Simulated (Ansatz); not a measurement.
C$_{3}$H$_{9}$AlO$_{3}$, SMILES `CC(C)[O][Al]([OH])[OH]`, relaxed with RKS PBE0-D4/def2-TZVP in Ansatz 0.2.0 from a PBE-D4/def2-SVP geometry. The force threshold is 0.005 eV/Å; the program also tests the step.

Charge 0, multiplicity 1.

Start:

```xyz
16

C    -1.379   -0.639   -0.481
C    -0.691    0.159    0.629
C    -1.404    1.475    0.933
O     0.656    0.452    0.284
Al    1.918   -0.488   -0.387
O     3.343    0.273   -0.956
O     1.760   -2.191   -0.494
H    -2.425   -0.891   -0.212
H    -1.399   -0.045   -1.420
H    -0.837   -1.588   -0.674
H    -0.698   -0.464    1.558
H    -2.446    1.301    1.270
H    -0.866    2.030    1.726
H    -1.430    2.113    0.025
H     3.431    1.239   -0.929
H     2.468   -2.737   -0.871
```

| step | energy (eV) | largest force (eV/Å) | largest move (Å) |
| --- | --- | --- | --- |
| 1 | -15991.3048 | 0.601 | 0.000 |
| 2 | -15991.3694 | 0.351 | 0.031 |
| 3 | -15991.3808 | 0.094 | 0.026 |
| 4 | -15991.3815 | 0.179 | 0.060 |
| 5 | -15991.3840 | 0.056 | 0.022 |
| 6 | -15991.3855 | 0.040 | 0.042 |
| 7 | -15991.3857 | 0.011 | 0.018 |
| 8 | -15991.3857 | 0.008 | 0.016 |
| 9 | -15991.3858 | 0.006 | 0.003 |
| 10 | -15991.3858 | 0.003 | 0.003 |

End:

```xyz
16

C    -1.440   -0.642   -0.463
C    -0.693    0.148    0.594
C    -1.373    1.465    0.909
O     0.628    0.418    0.180
Al    1.917   -0.480   -0.410
O     3.349    0.288   -0.873
O     1.802   -2.163   -0.537
H    -2.460   -0.864   -0.137
H    -1.497   -0.065   -1.392
H    -0.935   -1.589   -0.668
H    -0.656   -0.453    1.514
H    -2.386    1.301    1.283
H    -0.809    2.015    1.664
H    -1.432    2.082    0.008
H     3.460    1.235   -0.816
H     2.527   -2.697   -0.857
```

Hardware: 4 threads of an Arm Neoverse V1 on a shared host. Wall time 70 s, peak host memory 0.94 GiB.
